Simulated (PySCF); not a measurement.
HF5OW (SMILES [OH][W]([F])([F])([F])([F])[F]), singlet, at a GFN2-xTB geometry (such geometries of metal compounds can be far from the true shape) (core potentials on W).

The PySCF input:
```python
from pyscf import gto, scf, dft

mol = gto.Mole()
mol.atom = '''
    W     0.00634034   -0.01303555    0.00301076
    F    -0.78081071    1.60532460   -0.37077427
    F     1.41436142    0.93232006    0.77031304
    F     0.84277491    0.09380034   -1.65648816
    F    -0.89290696    0.00926971    1.63268256
    F    -1.46449346   -0.82925000   -0.79411864
    O     0.78305903   -1.60994707    0.37184191
    H     1.19601609   -2.45897504    0.56793790
'''
mol.basis = 'def2-svp'
mol.ecp = {'W': 'def2-svp'}
mol.verbose = 4
mol.build()

mf = dft.RKS(mol)
mf.xc = 'hse06'
mf = mf.density_fit(auxbasis='def2-universal-jkfit')
mf.kernel()
```

### Question
Predict the nuclear repulsion energy from DF-HSE06/def2-SVP (PySCF).

### Answer
448.9664 Eh

### Question
Estimate the number of basis functions that DF-HSE06/def2-SVP returns for this input.

### Answer
121

### Question
What is the computed HOMO-LUMO gap (DF-HSE06/def2-SVP)?

### Answer
6.59 eV

### Question
What is the computed total energy (DF-HSE06/def2-SVP)?

### Answer
-641.439791 Ha
